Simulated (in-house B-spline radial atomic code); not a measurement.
**Er+: [Xe] (4f5/2)6 (4f7/2)6 8s1 (an excited or competing configuration)**

All numbers are computed (Dirac-Hartree-Fock, average of the jj configuration; Fermi nucleus of rms radius 5.2516 fm) with an all-electron radial atomic-structure program (B-spline basis), not measured.

Screening seen three ways: the hydrogenic charge with the same mean radius, Z_r = [3n² - l(l+1)]/(2<r>), the one with the same energy, Z_e = n√(-2ε), and Slater's rules. Values are occupation-weighted means over j. An effective charge above Z reflects the relativistic contraction of the inner shells.

| shell | electrons | ε (eV) | <r> (bohr) | Z_r | Z_e | Slater |
| --- | --- | --- | --- | --- | --- | --- |
| 1s | 2 | -57842 | 0.02037 | 73.65 | 65.20 | 67.70 |
| 2s | 2 | -9851.3 | 0.08583 | 69.91 | 53.82 | 63.85 |
| 2p | 6 | -8748.4 | 0.07638 | 65.47 | 50.71 | 63.85 |
| 3s | 2 | -2270.2 | 0.2242 | 60.21 | 38.75 | 56.75 |
| 3p | 6 | -1924.4 | 0.2233 | 55.98 | 35.68 | 56.75 |
| 3d | 10 | -1471.4 | 0.2037 | 51.55 | 31.20 | 46.85 |
| 4s | 2 | -483.29 | 0.5088 | 47.17 | 23.84 | 40.25 |
| 4p | 6 | -366.38 | 0.5387 | 42.70 | 20.76 | 40.25 |
| 4d | 10 | -202.4 | 0.5864 | 35.81 | 15.43 | 28.85 |
| 5s | 2 | -74.43 | 1.28 | 29.29 | 11.69 | 12.05 |
| 5p | 6 | -44.476 | 1.502 | 24.30 | 9.04 | 12.05 |
| 4f | 12 | -25.002 | 0.7892 | 22.81 | 5.42 | 18.15 |
| 8s | 1 | -2.9861 | 13.76 | 6.98 | 3.75 | 2.00 |

The least bound orbital is 8s1/2 at -2.986 eV, and it is also the most diffuse (<r> = 13.76 bohr).

For the 1s electron the small component carries 6.48 % of the norm, the zero-frequency Breit interaction raises the level by 184 eV, self-energy by 112 eV, and vacuum polarisation lowers it by 19.37 eV.

The density falls to 0.001 bohr⁻³ at 3.341 bohr; Σ<r²> = 247.97 bohr² gives, by the non-relativistic formula and without the paramagnetism of open shells, a Langevin diamagnetic susceptibility of -196.4×10⁻⁶ cm³/mol.
